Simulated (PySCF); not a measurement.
# Property card for `C1C[C@](C#N)(F)S1`

Species: C4H4FNS.
Atom-mapped SMILES: `[N:1]#[C:2][C@:3]1([F:4])[CH2:5][CH2:6][S:7]1` (hydrogens: H8, H9 on C5; H10, H11 on C6)

Structural features include: nitrile, sulfide and C–F bond.

**GFN2-xTB geometry**

| Quantity | Value |
| --- | --- |
| Point group of the GFN2-xTB geometry | C1 |
| Rotational constants A, B, C of the GFN2-xTB geometry | 3.192, 1.905, 1.771 GHz |

PBE0/def2-SVPD ground state and vertical TDDFT (core frozen in the response) (PySCF):

| Quantity | Value |
| --- | --- |
| Dipole moment | 4.26 D |
| HOMO energy | -7.56 eV |
| LUMO energy | -1.32 eV |
| HOMO–LUMO gap | 6.24 eV |
| Lowest singlet excitation | 4.54 eV (273 nm, f = 0.003) |
| Strongest line among the 8 lowest singlet transitions | S4 at 6.56 eV (189 nm, f = 0.067) |
| Lowest triplet excitation (Tamm–Dancoff) | 3.97 eV |
| Static isotropic polarisability | 68.5 au |
| Electronic spatial extent ⟨r²⟩ about the centre of nuclear charge | 780 bohr² |

Monoisotopic mass from the formula: 117.0048 u.

The largest Löwdin shares of the HOMO are 0.70 on S7, 0.10 on C6 and 0.06 on C3. A dipole of 4.26 D is allowed in C1, and pure rotational transitions are dipole-allowed. In wavenumbers S1 is 36600 cm⁻¹ (1 eV = 8065.54 cm⁻¹). The largest Löwdin shares of the LUMO are 0.47 on S7, 0.17 on C3, 0.09 on C2 and 0.09 on C6. The vertical singlet–triplet gap S1 − T1 is 0.57 eV (TDDFT singlet less Tamm–Dancoff triplet; S1: HOMO→LUMO, weight 0.96; T1: HOMO→LUMO, weight 0.95). The principal polarisabilities are 60.0, 65.5 and 80.0 au; their mean is the isotropic value.

The structure is a single GFN2-xTB conformer in the gas phase; no vibrational or solvent corrections.
